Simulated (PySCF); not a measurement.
PySCF input for C4H5F3, SMILES FC(F)(F)C(C)=C, SMD-PBE0/def2-SVP. Coordinates come from a PBE0-D3(BJ)/def2-SVP optimisation.

```python
import numpy as np
from pyscf import gto, scf, dft
from pyscf.solvent import smd

mol = gto.M(
    atom='''
    C    -1.41891844    1.39946811   -0.00000001
    C    -0.18498458    0.89397233   -0.00000000
    C     1.07737808    1.69540865    0.00000000
    C     0.01474608   -0.59775051    0.00000000
    F     0.71471820   -0.98504609   -1.07569594
    F     0.71471819   -0.98504609    1.07569594
    F    -1.12807496   -1.28191042    0.00000000
    H    -2.29858358    0.75348597   -0.00000000
    H    -1.57836475    2.48051799   -0.00000001
    H     1.68773395    1.45810724   -0.88544561
    H     0.85990085    2.77121359   -0.00000001
    H     1.68773394    1.45810724    0.88544561
    ''',
    basis='def2-SVP',
    charge=0,
    spin=0,
    max_memory=1600,
    verbose=3,
)
mf = dft.RKS(mol, xc='pbe0').density_fit(auxbasis='def2-universal-jkfit')
mf.grids.level = 3
mf.conv_tol = 1e-9
mf.max_cycle = 100
mf.kernel()
res = {}
for name in ['water', 'dimethylsulfoxide', 'N,N-dimethylformamide']:
    s = mf.SMD()
    s.with_solvent.solvent, s.with_solvent.sasa_ng = name, 194
    s.kernel(mf.make_rdm1())
    res[name] = (s.e_tot, s.with_solvent.get_cds(), s.dip_moment(), s.mo_energy, s.converged)
    print(f'SMD {name}: dG(solv) = {(s.e_tot - mf.e_tot) * 627.509474:.3f} kcal/mol, of which CDS {res[name][1] * 627.509474:.3f}')
```

Log of the run:

```
converged SCF energy = -454.148477782561
converged SCF energy = -454.14534435277
Dipole moment(X, Y, Z, Debye): -0.25938,  2.62197,  0.00000
SMD water: dG(solv) = 1.966 kcal/mol, of which CDS 5.013
converged SCF energy = -454.149455354671
Dipole moment(X, Y, Z, Debye): -0.25814,  2.61593,  0.00000
SMD dimethylsulfoxide: dG(solv) = -0.613 kcal/mol, of which CDS 2.394
converged SCF energy = -454.150590390616
Dipole moment(X, Y, Z, Debye): -0.25735,  2.61208,  0.00000
SMD N,N-dimethylformamide: dG(solv) = -1.326 kcal/mol, of which CDS 1.656
```

The run converged.
